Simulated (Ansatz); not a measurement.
TlF2⁻ (the lowest singlet isomer of a short search) was relaxed with PBE0-D4 (def2-TZVPD) in Ansatz in these states: charge -1 quintet, charge -1 singlet, charge -1 triplet. The geometries follow in no particular order.

In the def2 sets Tl takes a core potential; there is no spin–orbit coupling.

A:

```tsv
atom	x (Å)	y (Å)	z (Å)
Tl1	-0.621	-0.579	-0.430
F2	-0.709	0.392	1.552
F3	1.331	0.186	-1.123
```

B:

```xyz
3

Tl   -0.072    0.126    0.419
F    -0.424    0.752    2.421
F     0.496   -0.878   -2.840
```

C:

```xyz
3

Tl    0.168    0.585    0.167
F    -1.439    0.422   -1.227
F     1.272   -1.008    1.059
```

**Question.** Judge from the bond lengths which geometry belongs to which state (an estimate).

**Answer.** A is the charge -1 singlet (Tl1–F3 2.208 Å, Tl1–F2 2.208 Å); B is the charge -1 quintet (Tl1–F3 3.457 Å, Tl1–F2 2.127 Å); C is the charge -1 triplet (Tl1–F3 2.134 Å, Tl1–F2 2.134 Å).

At PBE0-D4/def2-TZVPD the highest occupied level of the charge -1 quintet lies above zero (up to 0.91 eV). It is a level of α spin, whose loss leaves a quartet; that state wasn't run at this geometry and level. The electron is either unbound and held by the finite basis, or the level is raised by self-interaction error. At PBE0-D4/def2-TZVPD the highest occupied level of the charge -1 triplet lies above zero (up to 1.19 eV). It is a level of α spin, whose loss leaves a doublet; that state wasn't run at this geometry and level. The electron is either unbound and held by the finite basis, or the level is raised by self-interaction error. At PBE0-D4/def2-TZVPD a singlet lies 9.08 eV below the charge -1 quintet. At PBE0-D4/def2-TZVPD a singlet lies 3.34 eV below the charge -1 triplet. These are the stationary points nearest to one start from a short search; other shapes may lie lower in each state. The charge -1 quintet has come apart into loosely held pieces.
